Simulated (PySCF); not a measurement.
**Which basis set comes closest?**

Molecule: `CC(C)(C)S(=O)(=O)Cl`, C4H9ClO2S.

Bonds (- single, = double, # triple, : aromatic): C1-C2, C2-C3, C2-C4, C2-S5, S5=O6, S5=O7, S5-Cl8. C1 carries H9, H10, H11; C3 carries H12, H13, H14; C4 carries H15, H16, H17.

Geometry PBE0-D3(BJ)/def2-SVP throughout; GIAO in PySCF 2.14.0 with density-fitted response routines, gas phase, one conformer, non-relativistic; equivalent atoms averaged; functional PBE0.

Reference values (measured; solution, not stated per compound (mostly CDCl3 or CCl4); Pretsch, Buehlmann, Badertscher, Structure Determination of Organic Compounds, 4th ed. (2009)): δ(C2) = 74.2 ppm, δ(C1/C3/C4) = 24.5 ppm. Computed shifts are taken against TMS, calculated as an isolated molecule at each level.

Task: How do the basis sets pcSseg-0, cc-pVDZ, def2-SVP, aug-cc-pVDZ, def2-TZVP perform against the reference? Times are CPU seconds on 1 thread of an Arm Neoverse V1, shared host.

Result: 
```tsv
basis set	functions	C2	C1/C3/C4	mean abs. error C	core-s
pcSseg-0	98	89.9	27.9	9.6	12
cc-pVDZ	165	80.5	24.6	3.2	27
def2-SVP	165	77.8	23.7	2.2	24
aug-cc-pVDZ	273	82.2	23.7	4.4	61
def2-TZVP	314	81.1	25.1	3.7	73
```

For ¹³C the closest is def2-SVP (2.2 ppm) and the furthest pcSseg-0 (9.6 ppm). Where a smaller basis beats a larger one, errors probably cancel. One molecule is a small sample, and vibrational and solvent effects are absent from the calculation.

A small basis that lands close on one nucleus may do so by chance; judge by the trend and by all nuclei.
